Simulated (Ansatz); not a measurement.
A made-up structure of AlH2O3 (charge -1), singlet:

```
6
angstrom
O -1.0675 -2.1231 -0.4756
Al -0.4222 -0.4442 -0.1334
O 1.4539 0.0380 0.2529
O -1.3595 1.2781 -0.0547
H 2.0821 -0.8322 0.2394
H -0.6868 2.0834 0.1714
```

It is relaxed with PBE-D4/def2-SVPD and then PBE0-D4/def2-TZVPD (Ansatz 0.2.0). Atoms count as bonded within 1.22 times the sum of their covalent radii (H–H: 0.88 Å). The end point is not checked to be a true minimum.

(1) Does its bonding change? (A judgement: the text doesn't fix the answer.)

## Answers

(1) The calculation gives: No: no bond forms or breaks.

Where it ends: The first stage lowers the energy by 1.20 eV in 7 steps. It ends as AlH₂O₃ ([O][Al]([OH])[OH]), total charge -1:
```
6
angstrom
O -0.9528 -1.8956 -0.4246
Al -0.3768 -0.3965 -0.1191
O 1.2983 0.0339 0.2258
O -1.2140 1.1412 -0.0488
H 1.8588 -0.7434 0.2137
H -0.6135 1.8603 0.1530
```

Labels in which every atom is bracketed show which atoms are joined, not bond orders.

For scale, one of the runs: PBE0-D4/def2-TZVPD relaxation, 181 basis functions, launched by `ansatz run in.yaml --threads 2 --pin off --events-out ev --progress --plain --max-ram 4352MiB`. Hardware: 2 CPU threads of an Intel Xeon Platinum 8488C, shared host. Wall time about 38 s.
